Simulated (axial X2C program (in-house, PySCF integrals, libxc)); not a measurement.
MgTc along the bond: PBE0, with spin–orbit coupling

Calculated with an axial X2C code built on PySCF integrals. Two-component (2c) means X2C with spin–orbit coupling and atomic mean-field two-electron Coulomb and Gaunt terms. Basis: Tc dyall-cv3z [12s12p8d5f3g], Mg dyall-cv3z [9s8p6d3f] (cores contracted in-house); Gaussian nuclei, density fitting, unrestricted open shells. Masses: Tc 98.907 u, Mg 23.985 u.

State: Ω = 7/2 (⟨Sz⟩ = 2.50, ⟨Lz⟩ = 1.00 at PBE0). Dipoles are positive if Mg is the positive end.

```tsv
R (Å)	μ (D)	HOMO (eV)	LUMO (eV)
2.400	-0.180	-4.26	-2.19
2.510	-0.115	-4.32	-2.04
2.592	-0.059	-4.36	-1.94
2.675	0.001	-4.40	-1.84
2.758	0.063	-4.41	-1.83
2.854	0.133	-4.33	-1.88
2.951	0.198	-4.26	-1.92
3.075	0.270	-4.19	-1.97
3.227	0.333	-4.13	-2.02
3.447	0.372	-4.07	-2.08
```

Problem. The minimum lies at 2.752 Å. What is the dipole moment there, and its slope?

Solution. At PBE0, 2c, with the sign and origin stated: μ = 0.06 D, dμ/dR = 0.75 D/Å.

One determinant describes the state; a PBE0 search over occupations chose it and may have missed a lower one. Density functionals use the spin component along the axis (collinear). Other states lie close and PBE0, whose exact exchange favours high spin, may order them wrongly; the determinant shown need not be the ground state. The nearest other spin-free determinant of the search, M_S = 5/2, Λ = 0, lies 0.07 eV up at the distance of the search. Without a current term, density functionals place determinants with orbital angular momentum somewhat too high. With several unpaired electrons one determinant need not be a pure state. A state of lower Ω lies just above, and one determinant can place such states too high, so the state shown need not be the lowest. The search has Ω = 3/2 only 0.08 eV up.
